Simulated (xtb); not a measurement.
C₂H₇Al, triplet, geometry from GFN2-xTB (such geometries of metal compounds can be far from the true shape) (a higher spin typed on purpose: for a closed-shell molecule this is an excited state); GFN1-xTB (xtb).

xtb was given this input:
```
$ xtb mol.xyz --gfn 1 --uhf 2 --opt --json

# file mol.xyz
10

Al     0.40958518    -0.18314137    -0.80511561
C     -0.58097621    -1.24208483     0.75109971
H     -0.37697706    -2.26541523     0.44622273
H     -1.64939540    -1.04926874     0.74868397
H     -0.15066413    -1.05098784     1.72869272
C     -0.15699471     1.51820863     0.33890127
H      0.32500173     2.30475461    -0.23624706
H      0.24065338     1.49664967     1.34825049
H     -1.23395162     1.65544067     0.34478597
H      1.94855128    -0.36707805    -0.45389173
```

Q: Write the output that xtb gives for this input, abridged.

A: 
```
   ID    Z sym.   atoms
    1   13 Al     1
    2    6 C      2, 6
    3    1 H      3-5, 7-10

           -------------------------------------------------
          |                Calculation Setup                |
           -------------------------------------------------

           -------------------------------------------------
          |                 G F N 1 - x T B                 |
           -------------------------------------------------

          ...................................................
          :                      SETUP                      :
          :.................................................:
          :  # basis functions                  32          :
          :  # atomic orbitals                  31          :
          :  # shells                           21          :
          :  # electrons                        18          :
          :  # halogen bonds                     0          :
          :  max. iterations                   250          :
          :  Hamiltonian                  GFN1-xTB          :
          :  restarted?                      false          :
          :  GBSA solvation                  false          :
          :  PC potential                    false          :
          :  electronic temp.          300.0000000     K    :
          :  accuracy                    1.0000000          :
          :  -> integral cutoff          0.2500000E+02      :
          :  -> integral neglect         0.1000000E-07      :
          :  -> SCF convergence          0.1000000E-05 Eh   :
          :  -> wf. convergence          0.2000000E-04 e    :
          :  Broyden damping             0.4000000          :
          :  net charge                          0          :
          :  unpaired electrons                  2          :
          ...................................................

 iter      E             dE          RMSdq      gap      omega  full diag
   1     -9.2010215 -0.920102E+01  0.654E+00    5.48       0.0  T
   2     -9.2326932 -0.316717E-01  0.409E+00    4.96       1.0  T
   3     -9.2329521 -0.258831E-03  0.609E-01    4.97       1.0  T
   4     -9.2334004 -0.448327E-03  0.546E-02    5.05       1.0  T
   5     -9.2334135 -0.130867E-04  0.142E-02    5.02       2.2  T
   6     -9.2334140 -0.469111E-06  0.282E-03    5.01      11.2  T
   7     -9.2334140 -0.455587E-07  0.282E-04    5.01     112.1  T
   8     -9.2334140 -0.173998E-09  0.113E-04    5.01     280.1  T
[...]
         :: total energy              -9.124319438948 Eh    ::
 * total energy  :    -9.1243194 Eh     change       -0.3140599E-11 Eh
 * total energy  :    -9.1292951 Eh     change       -0.4975622E-02 Eh
 * total energy  :    -9.1310880 Eh     change       -0.1792952E-02 Eh
 * total energy  :    -9.1313210 Eh     change       -0.2330097E-03 Eh
 * total energy  :    -9.1313670 Eh     change       -0.4593506E-04 Eh
 * total energy  :    -9.1314050 Eh     change       -0.3804899E-04 Eh
 * total energy  :    -9.1314183 Eh     change       -0.1325697E-04 Eh
 * total energy  :    -9.1314238 Eh     change       -0.5506938E-05 Eh
 * total energy  :    -9.1314277 Eh     change       -0.3932290E-05 Eh
   *** GEOMETRY OPTIMIZATION CONVERGED AFTER 9 ITERATIONS ***
         :: total energy              -9.131427702922 Eh    ::
[...]
        31                          0.7412551              20.1706
      -------------------------------------------------------------
                  HL-Gap            0.1994753 Eh            5.4280 eV
             Fermi-level           -0.3174578 Eh           -8.6385 eV

  Mulliken/CM5 charges         n(s)   n(p)   n(d)
     1Al    0.18025  0.07485   1.651  0.951  0.218
     2C    -0.14723 -0.27744   1.046  3.101  0.000
     3H     0.05399  0.10824   0.946  0.000  0.000
     4H     0.04286  0.09384   0.957  0.000  0.000
     5H     0.05364  0.10581   0.946  0.000  0.000
     6C    -0.14722 -0.27744   1.046  3.101  0.000
     7H     0.05399  0.10824   0.946  0.000  0.000
     8H     0.05364  0.10581   0.946  0.000  0.000
     9H     0.04286  0.09385   0.957  0.000  0.000
    10H    -0.18678 -0.13577   1.187  0.000  0.000

Wiberg/Mayer (AO) data.
largest (>0.10) Wiberg bond orders for each atom

 ---------------------------------------------------------------------------
     #   Z sym  total        # sym  WBO       # sym  WBO       # sym  WBO
 ---------------------------------------------------------------------------
     1  13 Al   2.188 --    10 H    0.807     2 C    0.566     6 C    0.566
     2   6 C    3.643 --     4 H    0.965     5 H    0.952     3 H    0.934
                             1 Al   0.566     6 C    0.160
     3   1 H    1.005 --     2 C    0.934
     4   1 H    0.999 --     2 C    0.965
     5   1 H    0.999 --     2 C    0.952
     6   6 C    3.643 --     9 H    0.965     8 H    0.952     7 H    0.934
                             1 Al   0.566     2 C    0.160
     7   1 H    1.005 --     6 C    0.934
     8   1 H    0.999 --     6 C    0.952
     9   1 H    0.999 --     6 C    0.965
    10   1 H    0.931 --     1 Al   0.807
 ---------------------------------------------------------------------------

Topologies differ in total number of bonds
Writing topology from bond orders to xtbtopo.mol

 dipole moment from electron density (au)
     X       Y       Z
  -0.8495   0.1000  -0.2045  total (Debye):    2.235

optimized geometry written to: xtbopt.xyz

           -------------------------------------------------
          | TOTAL ENERGY               -9.131427702922 Eh   |
          | GRADIENT NORM               0.000442552233 Eh/α |
          | HOMO-LUMO GAP               5.427998000222 eV   |
           -------------------------------------------------

normal termination of xtb
```
